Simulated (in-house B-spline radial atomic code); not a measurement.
A fraction x of an electron is removed from 3d in the indium ion In⁵⁺, starting from [Kr] 4d8 and keeping the highest spin. All numbers are computed (scalar-relativistic (X2C) BP86, spin-polarised, spherical fractional occupations; Fermi nucleus of rms radius 4.6156 fm) with a B-spline radial code for spherical atoms, not measured.

```json
{"x": "0", "E(x) - E(0) (eV)": "0.0000", "3d down level (eV)": "-502.532"}
{"x": "0.02", "E(x) - E(0) (eV)": "10.0599", "3d down level (eV)": "-503.455"}
{"x": "0.16", "E(x) - E(0) (eV)": "?", "3d down level (eV)": "?"}
{"x": "0.3", "E(x) - E(0) (eV)": "152.8461", "3d down level (eV)": "-516.474"}
{"x": "0.43", "E(x) - E(0) (eV)": "220.3839", "3d down level (eV)": "-522.575"}
{"x": "0.5", "E(x) - E(0) (eV)": "257.0795", "3d down level (eV)": "-525.875"}
{"x": "0.55", "E(x) - E(0) (eV)": "283.4323", "3d down level (eV)": "-528.238"}
{"x": "0.64", "E(x) - E(0) (eV)": "331.1656", "3d down level (eV)": "-532.505"}
{"x": "0.78", "E(x) - E(0) (eV)": "406.1827", "3d down level (eV)": "-539.175"}
{"x": "0.97", "E(x) - E(0) (eV)": "?", "3d down level (eV)": "?"}
{"x": "1", "E(x) - E(0) (eV)": "525.9610", "3d down level (eV)": "-549.736"}
```

(1) What belongs in the row x = 0.16?

(2) What belongs in the row x = 0.97?

(3) Check Janak's theorem between x = 0.3 and 0.43.

## Answers

(1) An energy change of 80.9973 eV; 3d down at -509.944 eV.

(2) An energy change of 509.4906 eV; 3d down at -548.290 eV.

(3) The slope of the energy is 519.52 eV; the orbital levels give 519.52 eV (-ε of the emptying orbital, averaged over the two points).
